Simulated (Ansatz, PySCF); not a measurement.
Pair of molecules: C2H2 (SMILES C#C) (first 4 atoms) with H2S (SMILES S); geometry from B3LYP-D3(BJ)/def2-TZVP.
(charge 0, multiplicity 1):
| atom | x (Å) | y (Å) | z (Å) |
|---|---|---|---|
| C | -0.5123 | 0.7521 | 0.1693 |
| C | -0.5379 | -0.4381 | 0.0418 |
| H | -0.4887 | 1.8089 | 0.2820 |
| H | -0.5590 | -1.4951 | -0.0700 |
| S | 0.9836 | -0.3501 | 3.6988 |
| H | -0.2701 | -0.3655 | 4.1787 |
| H | 0.5615 | -0.1526 | 2.4378 |

Basis-set superposition error: the interaction energy with monomers in their own basis, and in the dimer's basis (counterpoise).

Programs: Ansatz (a first-principles code) with Gaussian orbitals; PySCF for 6-31G* rows, M06-2X. Each number belongs to the level named beside it.

```csv
level,uncorrected (kcal/mol),counterpoise (kcal/mol),difference
HF/6-31G*,-0.59,-0.03,0.57
HF/aug-cc-pV(T+d)Z,0.10,0.15,0.05
BLYP/def2-TZVPPD,-0.29,-0.20,0.09
revPBE/def2-TZVPPD,-0.36,-0.27,0.10
PBE0/def2-TZVPPD,-1.31,-1.24,0.06
M06-2X/def2-TZVPPD,-1.50,-1.44,0.06
CAM-B3LYP/def2-TZVPPD,-1.00,-0.93,0.07
MP2/aug-cc-pV(T+d)Z,-2.14,-1.79,0.34
SCS-MP2/aug-cc-pV(D+d)Z,-1.86,-0.99,0.87
CCSD/aug-cc-pV(D+d)Z,-1.71,-0.92,0.79
```

The error is largest for SCS-MP2/aug-cc-pV(D+d)Z (0.87 kcal/mol) and smallest for HF/aug-cc-pV(T+d)Z (0.05 kcal/mol).
